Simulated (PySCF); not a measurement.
C5H10SSi.
Cartesian coordinates in Å at the GFN2-xTB level; atoms count from 1:
```xyz
17
C5H10SSi angstrom
C      2.3469   -0.7907    0.6290
Si     1.7803    1.0168    0.6934
S     -0.2724    1.1082    1.3647
C     -1.0247    0.2794    0.0045
C     -1.6388    0.8101   -1.2562
C     -2.4262   -0.0749   -0.3407
C     -1.3984   -1.1562   -0.2122
H      1.8010   -1.3501   -0.1268
H      3.4045   -0.8607    0.3933
H      2.1840   -1.2858    1.5833
H      2.4846    1.8041    1.6954
H      1.8136    1.6273   -0.6336
H     -1.8932    1.8620   -1.2808
H     -1.3000    0.4169   -2.2099
H     -3.3713    0.0621    0.1364
H     -1.4507   -1.7973    0.6586
H     -1.0461   -1.6592   -1.1082
```

Level of theory: TDDFT CAM-B3LYP/def2-SVPD, vertical, gas phase, core orbitals frozen in the response (PySCF 2.14.0, density-fitted response routines).

Ground-to-excited transition dipoles (e·a0, same axes as the geometry; the sign carries no meaning), for the states with f of 0.002 or more among the lowest 7:

```
state  E (eV)      μx      μy      μz
   S1   5.948   0.034   0.160  -0.090
   S2   6.313   0.016  -0.342   0.182
   S3   6.643   0.019   0.191  -0.058
   S4   6.739   0.537  -0.142   0.127
   S5   6.870  -0.296   0.260   0.530
   S6   7.094  -0.434   0.066  -0.072
   S7   7.110  -0.177  -0.107  -0.111
```

(1) Work out the oscillator strengths.

(2) What angle do the transition dipoles of S5 and S6 make?

(3) What peak molar absorption coefficient would the strongest computed level give as a lone Gaussian band 0.4 eV wide at half height?

Answers

(1) f = (2/3) ΔE |μ|² with ΔE in hartree (27.2114 eV).

```csv
state,|μ|² (au),|μ| (D),f
S1,0.035,0.48,0.005
S2,0.150,0.99,0.023
S3,0.040,0.51,0.007
S4,0.324,1.45,0.054
S5,0.436,1.68,0.073
S6,0.198,1.13,0.034
S7,0.055,0.60,0.010
```

(2) |cos θ| = |μa·μb| / (|μa| |μb|) = 0.37, so θ ≈ 69° (taken between 0 and 90°, since the signs are arbitrary).

(3) ε(max) = 2.175×10⁸ f / FWHM, with the width in cm⁻¹. S5: 2.175×10⁸ × 0.0734 / 3226 ≈ 4900 L mol⁻¹ cm⁻¹.

One conformer stands for the species.

Without π bonds the low states may be Rydberg-like; a valence basis with one diffuse set may place them up to an eV too high.
